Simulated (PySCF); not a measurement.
## A survey of ¹⁵N NMR shifts

Computed data (PySCF 2.14): shieldings: GIAO PBE0/pcSseg-1, structure optimised with GFN2-xTB. A single conformation, relativity neglected, fast rotation and ring inversion assumed for equivalent nuclei, no solvent model.

Shieldings were converted by a linear fit to measured shifts: ¹⁵N: δ = -148.07 − 0.921σ (rms 6.3 ppm, 71 shifts vs CH3NO2, solution or neat liquid). Occasional misses reach two or three times the rms, and more in compound classes unlike the fitted ones.

**Question.** Give the ¹⁵N shifts of `C=CCn1cc(C(F)(F)F)nn1`, `Cc1cnc(F)nn1`, `C=CCNC(=O)C(C)C`, `CCc1cnnn1C1CC1`, `C=CC1=CP1N([SiH3])[SiH3]`, `CC(C)(C)c1ncncn1`, `C[SiH2]/N=C/C#N`, `C=Cn1ncnc1C(C)C`, `C=Cc1cn(CCC)nn1`.

**Answer.** 
```csv
compound,environment,δ (ppm)
[CH2:1]=[CH:2][CH2:3][n:4]1[cH:5][c:6]([C:7]([F:8])([F:9])[F:10])[n:11][n:12]1,N12: pyridine-type nitrogen of an azole,-21.7
[CH2:1]=[CH:2][CH2:3][n:4]1[cH:5][c:6]([C:7]([F:8])([F:9])[F:10])[n:11][n:12]1,N11: pyridine-type nitrogen of an azole,-40.1
[CH2:1]=[CH:2][CH2:3][n:4]1[cH:5][c:6]([C:7]([F:8])([F:9])[F:10])[n:11][n:12]1,N4: pyrrole-type ring nitrogen,-144.8
[CH3:1][c:2]1[cH:3][n:4][c:5]([F:6])[n:7][n:8]1,N8: pyridine-type ring nitrogen,60.7
[CH3:1][c:2]1[cH:3][n:4][c:5]([F:6])[n:7][n:8]1,N7: pyridine-type ring nitrogen,-27.9
[CH3:1][c:2]1[cH:3][n:4][c:5]([F:6])[n:7][n:8]1,N4: pyridine-type ring nitrogen,-116.6
C=CCNC(=O)C(C)C,amide-type nitrogen,-268.7
[CH3:1][CH2:2][c:3]1[cH:4][n:5][n:6][n:7]1[CH:8]1[CH2:9][CH2:10]1,N6: pyridine-type nitrogen of an azole,-39.4
[CH3:1][CH2:2][c:3]1[cH:4][n:5][n:6][n:7]1[CH:8]1[CH2:9][CH2:10]1,N5: pyridine-type nitrogen of an azole,-40.3
[CH3:1][CH2:2][c:3]1[cH:4][n:5][n:6][n:7]1[CH:8]1[CH2:9][CH2:10]1,N7: pyrrole-type ring nitrogen,-147.0
C=CC1=CP1N([SiH3])[SiH3],"nitrogen bonded to P, 2 Si",-375.7
[CH3:1][C:2]([CH3:3])([CH3:4])[c:5]1[n:6][cH:7][n:8][cH:9][n:10]1,N6/10: pyridine-type ring nitrogen (×2),-108.2
[CH3:1][C:2]([CH3:3])([CH3:4])[c:5]1[n:6][cH:7][n:8][cH:9][n:10]1,N8: pyridine-type ring nitrogen,-109.2
[CH3:1][SiH2:2]/[N:3]=[CH:4]/[C:5]#[N:6],N3: imine nitrogen,36.6
[CH3:1][SiH2:2]/[N:3]=[CH:4]/[C:5]#[N:6],N6: nitrile nitrogen,-107.2
[CH2:1]=[CH:2][n:3]1[n:4][cH:5][n:6][c:7]1[CH:8]([CH3:9])[CH3:10],N4: pyridine-type nitrogen of an azole,-100.2
[CH2:1]=[CH:2][n:3]1[n:4][cH:5][n:6][c:7]1[CH:8]([CH3:9])[CH3:10],N6: pyridine-type nitrogen of an azole,-129.8
[CH2:1]=[CH:2][n:3]1[n:4][cH:5][n:6][c:7]1[CH:8]([CH3:9])[CH3:10],N3: pyrrole-type ring nitrogen,-165.2
[CH2:1]=[CH:2][c:3]1[cH:4][n:5]([CH2:6][CH2:7][CH3:8])[n:9][n:10]1,N9: pyridine-type nitrogen of an azole,-26.7
[CH2:1]=[CH:2][c:3]1[cH:4][n:5]([CH2:6][CH2:7][CH3:8])[n:9][n:10]1,N10: pyridine-type nitrogen of an azole,-30.2
[CH2:1]=[CH:2][c:3]1[cH:4][n:5]([CH2:6][CH2:7][CH3:8])[n:9][n:10]1,N5: pyrrole-type ring nitrogen,-145.9
```
